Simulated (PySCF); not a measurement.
AlF₂H₃Si, SMILES [F][Al]([F])[SiH3]. Heavy atoms are numbered as in [Al:1]([F:2])([F:3])[SiH3:4]. Hydrogens are named by the atom that carries them.

Geometry optimised at B3LYP-D3(BJ)/def2-SVP.

Level of theory: PySCF with PBE0/pcSseg-1.

GIAO shieldings, no solvent; atoms alike by connectivity are averaged. δ = σ(ref) − σ: ¹⁹F against CFCl3 (σ = 167.2 ppm); ²⁹Si against TMS (σ = 352.7 ppm); ¹H against TMS (σ = 31.56 ppm), references at their B3LYP-D3(BJ)/def2-TZVP geometries, non-relativistic.

```csv
atoms,nucleus,count,δ (ppm)
F2,¹⁹F,2,(withheld)
Si4 (SiH3),²⁹Si,1,-134.8
H on Si4,¹H,3,3.52
```

Q: What belongs in the gaps? (An estimate is asked for; the answer gives what the named calculation found.)

A: 
- F2, δ (ppm): -133.5
